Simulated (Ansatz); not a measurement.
`C[CH2][ZnH]` + `CNC` → `C[N](C)[ZnH]` + `CC` at 700 K and 1 bar (ligand exchange at a Zn–C bond).

Program: Ansatz. Geometries: PBE0-D4/def2-TZVP. ΔE: electronic, gas phase. CCSD(T)/CBS is the MP2 limit (def2-TZVPP, def2-QZVPP) plus CCSD(T) − MP2 in def2-TZVPP, frozen cores. This one scheme is used for every species. For Zn outer-core shells are correlated without core-valence functions, which leaves a few kJ/mol of doubt a bond. Scalar relativity is left out up to krypton.

```
       species  CCSD(T)/CBS energy (Eh)  H − E (kJ/mol)  S (J/(mol·K))
 `C[CH2][ZnH]`              -1858.07157           243.2          385.1
         `CNC`               -135.00321           296.9          352.4
`C[N](C)[ZnH]`              -1913.37223           300.7          429.9
          `CC`                -79.71954           238.1          289.3
```

H − E and S are ideal-gas, rigid-rotor, harmonic terms from PBE0-D4/def2-TZVP. 1 Eh = 2625.50 kJ/mol, R = 8.31446 J/(mol·K).

Problem. By hand: ΔE, ΔH, ΔS and ΔG.

Solution. ΔE = (-1913.37223) + (-79.71954) − (-1858.07157) − (-135.00321) = -0.01699 Eh = -44.6 kJ/mol. Δ(H − E) = 300.7 + 238.1 − 243.2 − 296.9 = -1.3, so ΔH = -45.9 kJ/mol. ΔS = 429.9 + 289.3 − 385.1 − 352.4 = -18.3 J/(mol·K). ΔG = -45.9 − 700 × (-18.3)/1000 = -33.1 kJ/mol.

Problem. By hand: the equilibrium constant, and the temperature at which ΔG would vanish if ΔH and ΔS stayed fixed.

Solution. log₁₀ K = −ΔG/(RT ln 10) = 2.5. ΔG = 0 at ΔH/ΔS = 2508 K, far beyond where these terms or the molecules hold.

ΔH outweighs TΔS. A doubt of 5 kJ/mol in ΔE shifts log₁₀ K by 0.4 here. These are equilibria of isolated gas molecules and say nothing of rates. Largest T1 diagnostic: 0.015 (customary marks: 0.02 for closed shells, 0.045 for open ones).
